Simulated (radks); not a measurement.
Results of a calculation; reference values are marked as such.
Ionisation of the iodine ion I3+, [Kr] 4d10 5s2 5p2, to [Kr] 4d10 5s2 5p1 as the strength of local exchange is varied. Code: a radial shooting solver on a logarithmic mesh with Libxc functionals. Model: scalar-relativistic Kohn-Sham, Slater X-alpha exchange (alpha = 2/3 is LDA exchange), no correlation, spin-polarised, spherical densities, finite nucleus; open shells are filled with parallel spins first (spin-orbit coupling, left out, can overturn this in heavy ions); Fermi nuclear charge, rms radius 4.75 fm.

alpha,E(I3+) (hartree),exchange (hartree),IE (eV),-e of the level emptied (eV),<r> of it (bohr)
0.552,-7074.11030,-139.56943,37.491,32.496 (5p),2.159
0.624,-7092.38378,-158.15285,38.582,33.577 (5p),2.133
0.634,-7094.92524,-160.74078,38.735,33.729 (5p),2.130
0.667,-7103.31803,-169.29289,39.241,34.232 (5p),2.118
0.808,-7139.28191,-206.04007,41.441,36.419 (5p),2.071
0.846,-7149.00306,-216.00073,42.044,37.020 (5p),2.059
0.862,-7153.09982,-220.20196,42.299,37.274 (5p),2.054

NIST Atomic Spectra Database: 40.36 eV (measured). The Delta-SCF value meets it near alpha = 0.74. Open shells are spherical and high-spin; term and fine-structure splittings are not resolved. Spin-orbit splitting is averaged out at the scalar-relativistic level.
